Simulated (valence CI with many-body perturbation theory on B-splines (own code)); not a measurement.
# Fe¹⁹⁺: E2, M1 decay

Calculated by configuration interaction combined with many-body perturbation theory (CI+MBPT): five valence electrons over a frozen Dirac-Fock core [He], radial functions for each j: 11 s, 11 p, 10 d, 8 f, 5 g, 2 h, with the one-electron correlation potential Σ1, the two-electron term Σ2, the three-electron term Σ3, Breit, model QED; selected CI, second order for the rest, scaled by the run's own slope (own B-spline code, finite nucleus).

No measured spectrum was set against this ion. As an estimate, levels of excited configurations hold to 0.05 to 0.15 % of their energy, terms of the ground configuration to about 0.5 %. Among the levels kept, up to 5400 cm⁻¹ of a level comes from second order outside the variational space, and about a tenth of that is noise between levels of different J, which matters for small intervals.

Lines 1 to 46 of 46 in falling wavelength, among levels below 8820.9 × 10³ cm⁻¹, chosen from the decays that carry over 1 % of a level's rate. Wavelengths and rates use the calculated energies, so an error of 700 cm⁻¹ moves a line at 82.09 nm by 0.57 % and its rate by three times that or more. Electric multipoles are in the length gauge, E1 and E2 with the static RPA response of the core. S is in atomic units (e²a₀⁴ for E2 and M2, e²a₀⁶ for E3), for M1 in squared Bohr magnetons. Weak lines are less certain than strong ones. Lines between different terms over intervals too small for the method are left out, as are lines whose strength nearly cancels. The highest levels of a list are the least certain.

Names give the largest LS component (configuration and term), which can be under half, so a name can repeat, a term be missing and a line seem to break the LS rules; names also repeat where a configuration has a term twice. Letters in brackets count levels of one name in rising energy.

```csv
λ vac (nm),Upper,Lower,Type,A (s⁻¹),S (a.u.)
266.8,2s2.2p3 2D°_5/2,2s2.2p3 2D°_3/2,M1,4.25e+02,1.79e+00
158.9,2s2.2p3 2P°_3/2,2s2.2p3 2P°_1/2,M1,1.62e+03,9.63e-01
82.09,2s2.2p3 2P°_1/2,2s2.2p3 2D°_3/2,M1,5.84e+03,2.39e-01
72.00,2s2.2p3 2D°_3/2,2s2.2p3 4S°_3/2,M1,1.58e+04,8.73e-01
67.90,2s2.2p3 2P°_3/2,2s2.2p3 2D°_5/2,M1,1.22e+04,5.64e-01
56.70,2s2.2p3 2D°_5/2,2s2.2p3 4S°_3/2,M1,1.25e+03,5.09e-02
54.12,2s2.2p3 2P°_3/2,2s2.2p3 2D°_3/2,M1,4.36e+04,1.03e+00
38.36,2s2.2p3 2P°_1/2,2s2.2p3 4S°_3/2,M1,3.15e+04,1.32e-01
30.90,2s2.2p3 2P°_3/2,2s2.2p3 4S°_3/2,M1,2.94e+04,1.29e-01
1.462,2s2.2p2.3d 2G_9/2,2s.2p4 2D_5/2,E2,3.12e+07,1.86e-04
1.385,2s2.2p2.3p 4D°_1/2,2s2.2p3 2D°_3/2,E2,6.61e+08,6.02e-04
1.380,2s2.2p2.3p 2S°_1/2,2s2.2p3 2D°_5/2,E2,9.83e+08,8.79e-04
1.379,2s2.2p2.3p 2P°_1/2 [a],2s2.2p3 2P°_3/2,E2,6.59e+08,5.87e-04
1.373,2s2.2p2.3p 2S°_1/2,2s2.2p3 2D°_3/2,E2,9.32e+08,8.13e-04
1.371,2s2.2p2.3p 2D°_5/2 [a],2s2.2p3 2P°_1/2,E2,6.10e+08,1.58e-03
1.369,2s2.2p2.3p 4P°_5/2,2s2.2p3 2D°_5/2,E2,1.27e+09,3.29e-03
1.369,2s2.2p2.3p 2F°_5/2,2s2.2p3 2P°_3/2,E2,1.11e+09,2.86e-03
1.368,2s2.2p2.3p 4D°_3/2 [b],2s2.2p3 2D°_3/2,E2,1.13e+09,1.94e-03
1.367,2s2.2p2.3p 2D°_3/2 [a],2s2.2p3 2D°_5/2,E2,6.82e+08,1.16e-03
1.366,2s2.2p2.3p 2F°_7/2,2s2.2p3 2P°_3/2,E2,3.97e+08,1.35e-03
1.366,2s2.2p2.3p 4D°_5/2,2s2.2p3 2D°_3/2,E2,1.82e+08,4.62e-04
1.365,2s2.2p2.3p 4D°_7/2,2s2.2p3 2D°_5/2,E2,2.58e+08,8.74e-04
1.363,2s2.2p2.3p 4P°_1/2,2s2.2p3 2D°_3/2,E2,7.38e+08,6.21e-04
1.362,2s2.2p2.3p 2D°_5/2 [b],2s2.2p3 2P°_3/2,E2,1.21e+09,3.04e-03
1.360,2s2.2p2.3p 2D°_3/2 [a],2s2.2p3 2D°_3/2,E2,1.18e+09,1.96e-03
1.359,2s2.2p2.3p 4D°_1/2,2s2.2p3 4S°_3/2,E2,1.52e+09,1.26e-03
1.356,2s2.2p2.3p 2P°_3/2 [a],2s2.2p3 2D°_5/2,E2,9.09e+08,1.49e-03
1.355,2s2.2p2.3p 2D°_5/2 [a],2s2.2p3 2D°_5/2,E2,9.17e+08,2.25e-03
1.351,2s2.2p2.3p 2P°_1/2 [a],2s2.2p3 2D°_5/2,E2,2.17e+09,1.75e-03
1.351,2s2.2p2.3p 4D°_3/2 [a],2s2.2p3 4S°_3/2,E2,1.30e+09,2.09e-03
1.347,2s2.2p2.3p 2S°_1/2,2s2.2p3 4S°_3/2,E2,3.45e+08,2.74e-04
1.346,2s.2p3.3p 4F_7/2,2s.2p4 4P_5/2,E2,1.26e+09,3.99e-03
1.345,2s2.2p2.3p 2P°_1/2 [a],2s2.2p3 2D°_3/2,E2,1.14e+09,8.92e-04
1.341,2s2.2p2.3p 2P°_1/2 [c],2s2.2p3 2P°_3/2,E2,1.12e+09,8.67e-04
1.341,2s.2p3.3p 4F_9/2,2s.2p4 4P_5/2,E2,1.73e+09,6.70e-03
1.340,2s2.2p2.3p 4D°_5/2,2s2.2p3 4S°_3/2,E2,1.32e+09,3.05e-03
1.339,2s2.2p2.3p 2F°_7/2,2s2.2p3 2D°_5/2,E2,1.24e+09,3.83e-03
1.335,2s2.2p2.3p 2F°_5/2,2s2.2p3 2D°_3/2,E2,7.75e+08,1.76e-03
1.333,2s2.2p2.3p 4D°_7/2,2s2.2p3 4S°_3/2,E2,1.56e+09,4.69e-03
1.333,2s2.2p2.3p 2F°_7/2,2s2.2p3 2D°_3/2,E2,6.87e+08,2.06e-03
1.212,2s.2p3.3d 4G°_9/2,2s2.2p3 2D°_5/2,E2,1.03e+08,2.42e-04
1.204,2s.2p3.3d 2G°_9/2 [a],2s2.2p3 2D°_5/2,E2,8.61e+09,1.95e-02
1.189,2s.2p3.3d 4F°_9/2 [b],2s2.2p3 2D°_5/2,E2,2.58e+09,5.48e-03
1.181,2s.2p3.3d 2G°_7/2 [b],2s2.2p3 2P°_3/2,E2,4.84e+09,7.96e-03
1.162,2s.2p3.3d 2G°_9/2 [b],2s2.2p3 2D°_5/2,E2,4.70e+09,8.88e-03
1.156,2s.2p3.3d 2G°_7/2 [b],2s2.2p3 2D°_3/2,E2,1.84e+09,2.71e-03
```
